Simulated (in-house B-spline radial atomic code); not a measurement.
A calculation on the selenium ion Se⁶⁺: its settings, and results tabulated from the run. Method: scalar-relativistic (X2C) OLYP, spin-polarised, spherical fractional occupations, Fermi nucleus of rms radius 4.14 fm. Calculated with a radial B-spline atomic code at the basis-set limit.

Command:
```bash
python run_scf.py task.json out
```
Settings (nuclear radius in fm, mass in u):
```
Z                34
configuration    [Ar] 3d10
hamiltonian      x2c
method           optx,lyp
spin_polarised   True
nucleus          fermi
rms_radius       4.14
atomic_mass      79.91652
speed_of_light   137.035999084
```

Output (hartree, bohr):
```
 radial grid: 65 intervals, B-splines of order 8, outer radius 10.2985 bohr

 iter        energy (Eh)    residual
    1       -2401.829569    8.92e-01
    2       -2409.510815    9.25e-01
    3       -2420.881783    1.55e-01
    4       -2421.209249    2.51e-02
    5       -2421.214028    6.13e-03
    6       -2421.214263    4.37e-03
    7       -2421.214586    1.03e-04
    8       -2421.214586    4.65e-06
    9       -2421.214586    2.10e-07

 total energy                     -2421.21459
 kinetic                            2479.1556
 electron-nucleus                  -5754.0335
 Hartree                             940.7079
 exchange-correlation                -87.0446

 orbital      occ     eigenvalue          <r>       <r^2>       <1/r>       r_max
 1s up      1.000      -462.2932     0.043681  0.00258075     35.3249     0.02833
 1s down    1.000      -462.2932     0.043681  0.00258075     35.3249     0.02833
 2s up      1.000       -62.3223      0.19557   0.0451692     7.76487      0.1644
 2s down    1.000       -62.3223      0.19557   0.0451692     7.76487      0.1644
 2p up      3.000       -55.2328     0.170922   0.0357812     7.48965      0.1315
 2p down    3.000       -55.2328     0.170922   0.0357812     7.48965      0.1315
 3s up      1.000       -11.0790     0.571873    0.376122      2.5186      0.5021
 3s down    1.000       -11.0790     0.571873    0.376122      2.5186      0.5021
 3p up      3.000        -8.8524     0.585556    0.401292     2.35125      0.4999
 3p down    3.000        -8.8524     0.585556    0.401292     2.35125      0.4999
 3d up      5.000        -5.1659     0.612177    0.461899     2.06822      0.4503
 3d down    5.000        -5.1659     0.612177    0.461899     2.06822      0.4503
```

Time taken, with all properties: 0.26 s on 1 thread of Arm Neoverse V1 (shared host).

One-electron X2C: radii and densities carry no picture-change correction, so inner-shell <1/r> comes out high (for 1s by about 2 % at Z = 33, 5 % at 54, 10 % at 75, 30 % at 118) and <r> low.
